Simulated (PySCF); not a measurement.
## Magnetisability: `N[C@@H]1C=C[S@@](=O)C1`, C$_{4}$H$_{7}$NOS

Geometry:
```
atom   x (Å)   y (Å)   z (Å)
  N1  -1.976   0.368   0.073
  C2  -0.555   0.449  -0.195
  C3  -0.101  -0.692  -1.063
  C4   1.091  -1.190  -0.806
  S5   1.980  -0.320   0.528
  O6   2.744   0.739  -0.135
  C7   0.358   0.418   1.041
  H8  -2.292   1.169   0.608
  H9  -2.199  -0.473   0.593
 H10  -0.387   1.383  -0.749
 H11  -0.761  -1.030  -1.847
 H12   1.597  -1.970  -1.343
 H13   0.546   1.398   1.472
 H14  -0.047  -0.251   1.801
```

Method: PySCF, GIAO B97-2/pcSseg-1 magnetisability, rotational g tensor and spin-rotation constants, non-relativistic, gas phase. Geometry: GFN2-xTB.

(1) How diamagnetic is it, and how anisotropic?

(2) Split it along the inertial axes a, b, c into diamagnetic and paramagnetic parts about the centre of mass, with the quadrupole moment.

(3) And the rotational g tensor?

Results:

(1) Isotropic -1046 × 10⁻³⁰ J/T², or -63.0 × 10⁻⁶ cm³/mol; principal values -1233, -988, -918 × 10⁻³⁰ J/T², anisotropy 286 × 10⁻³⁰ J/T² (root of half the summed squared differences of the principal values). The susceptibility is in cgs units.

(2) 
| axis | χ (10⁻⁶ cm³/mol) | diamagnetic (10⁻⁶ cm³/mol) | paramagnetic (10⁻⁶ cm³/mol) | summed x² of all electrons (Å²) | quadrupole Θ (D Å) |
| --- | --- | --- | --- | --- | --- |
| a | -64.9 | -353.5 | 288.6 | 159.6 | -9.16 |
| b | -55.6 | -792.5 | 736.8 | 56.1 | +9.82 |
| c | -68.4 | -915.1 | 846.6 | 27.2 | -0.66 |

Anisotropies 2χaa − χbb − χcc = -5.8 and 2χbb − χaa − χcc = +22.1 × 10⁻⁶ cm³/mol. Θ is traceless in Buckingham's convention.

(3) 
| axis | rotational constant (GHz) | g | nuclear part | electronic part |
| --- | --- | --- | --- | --- |
| a | 4.7907 | -0.0397 | 0.6097 | -0.6494 |
| b | 1.6762 | -0.0300 | 0.5502 | -0.5802 |
| c | 1.4403 | -0.0130 | 0.5599 | -0.5729 |

Asymmetric top; isotopes 12C, 1H, 14N, 16O, 32S; no vibrational averaging.
